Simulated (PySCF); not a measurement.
## Radial density of In⁺ (indium, charge +1)

revPBE, [Kr] 4d9 5s2 5p1, one real determinant (an excited configuration). Calculation: PySCF 2.14, in aug-cc-pwCVTZ-DK3 with one added diffuse shell each of s, p, d, f type (11s10p8d5f1g, 125 functions); the spin-free X2C one-electron Hamiltonian (Gaussian nucleus).

```
r (bohr)  4πr²ρ (e/bohr)  4πr²(ρα − ρβ)
  0.0312           57.23         0.0059
  0.0525           58.51         0.0192
  0.0883           80.21         0.0600
   0.148           58.99         0.2035
   0.250           64.44         0.2706
   0.420           36.02         0.0057
   0.707           20.86         0.8631
    1.19           12.78         0.8312
    2.00           2.957         0.5031
    3.36          0.6858         0.2965
    5.66         0.03343         0.0242
    9.51       0.0001351         0.0001
```

Densities and radii are taken from the X2C orbitals without a picture-change correction, which distorts them close to the nucleus.

⟨L²⟩ = 8.01 against 12 for a pure F term, so this real determinant mixes terms.
